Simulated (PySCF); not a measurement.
CaHO, SMILES [Ca][OH], multiplicity 2.

Geometry: PBE-D3(BJ)/def2-TZVPD.

Two levels are set side by side: PBE/def2-TZVPD (PySCF) and r2SCAN/def2-TZVPD (PySCF). Same geometry, gas phase. Differences are taken from unrounded values.

| quantity | r2SCAN |
|---|---|
| α-spin orbital gap (eV) | 2.01 |
| β-spin orbital gap (eV) | 4.38 |
| dipole moment (D) | 0.80 |
| mean polarisability (bohr³) | 156.4 |

Task: What does PBE give, and how far is it from r2SCAN? (An estimate is asked for; the answer gives what the named calculation found.)

Result: 
```csv
quantity,PBE,PBE minus r2SCAN
α-spin orbital gap (eV),1.87,-0.15
β-spin orbital gap (eV),3.96,-0.42
dipole moment (D),0.83,0.03
mean polarisability (bohr³),154.9,-1.5
```

Rough cost on one machine, each run with all the roots and properties that it gave: r2SCAN against PBE about 3 times.
